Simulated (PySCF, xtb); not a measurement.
1-ethynylcyclopropane-1-carbaldehyde (C6H6O), SMILES C#CC1(C=O)CC1. Other conformers were not sampled.

Harmonic wavenumbers (cm⁻¹) from GFN2-xTB run with xtb at its own minimum, in rising order: 113, 137, 180, 223, 273, 447, 449, 544, 655, 674, 742, 803, 845, 912, 934, 972, 1057, 1069, 1071, 1150, 1254, 1326, 1385, 1407, 1462, 1758, 2284, 2768, 3088, 3091, 3101, 3118, 3400.

Q: What does ωB97X-D3(BJ)/def2-SVP (PySCF 2.14.0) give at its own minimum? (An estimate is asked for; the answer gives what the named calculation found.)

A: 116, 155, 210, 265, 316, 529, 543, 550, 701, 751, 760, 801, 873, 941, 978, 1058, 1060, 1084, 1113, 1200, 1300, 1339, 1424, 1430, 1499, 1875, 2272, 2986, 3169, 3173, 3276, 3284, 3485. Paired by order, the mean absolute difference is 56 cm⁻¹ and the zero-point energies are 61.0 and 63.6 kcal/mol.
